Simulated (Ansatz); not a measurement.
The B1–H2 bond of CH5BO (SMILES BOC) is stretched (multiplicity 1, the rest rigid).
Geometry at rest (charge 0, multiplicity 1):
```json
[
 {"atom": "B", "x (Å)": "-0.2960", "y (Å)": "0.1129", "z (Å)": "1.2719"},
 {"atom": "H", "x (Å)": "-1.1841", "y (Å)": "0.5267", "z (Å)": "1.9515"},
 {"atom": "H", "x (Å)": "0.6968", "y (Å)": "-0.3789", "z (Å)": "1.7308"},
 {"atom": "O", "x (Å)": "-0.4473", "y (Å)": "0.2180", "z (Å)": "-0.0567"},
 {"atom": "C", "x (Å)": "0.5353", "y (Å)": "-0.2356", "z (Å)": "-0.9832"},
 {"atom": "H", "x (Å)": "1.3962", "y (Å)": "-0.6649", "z (Å)": "-0.4663"},
 {"atom": "H", "x (Å)": "0.0826", "y (Å)": "-0.9869", "z (Å)": "-1.6307"},
 {"atom": "H", "x (Å)": "0.8558", "y (Å)": "0.6097", "z (Å)": "-1.5925"}
]
```

Frozen-core correlation.

Programs: Ansatz (Gaussian basis) for Hartree–Fock, density functionals and correlated methods. 

Energies above the point at 1.192 Å (the B3LYP-D3(BJ) bond length), FIC-MRCISD+Q on CASSCF(2,2)/cc-pVTZ (kcal/mol): 4.85 at 1.073 Å; 3.18 at 1.312 Å; 109.32 at 3.816 Å.

Q: Take the last value as the depth D of a Morse curve D(1 − e^(−a(R − R₀)))², fit a and R₀ to the two near points, and test it at 1.610 and 2.087 Å.

A: 
With D = 109.3, both near points (counted from the curve's value at 1.192 Å) are met by a = 1.58 Å⁻¹ and R₀ = 1.194 Å, so k = 2Da² = 549 kcal/(mol Å²). The curve then gives 25.4 and 62.6 kcal/mol; the level itself gives 25.4 and 64.7, so Morse is off by 0.0 and -2.1.

Ansatz is a quantum-chemistry and plane-wave program.
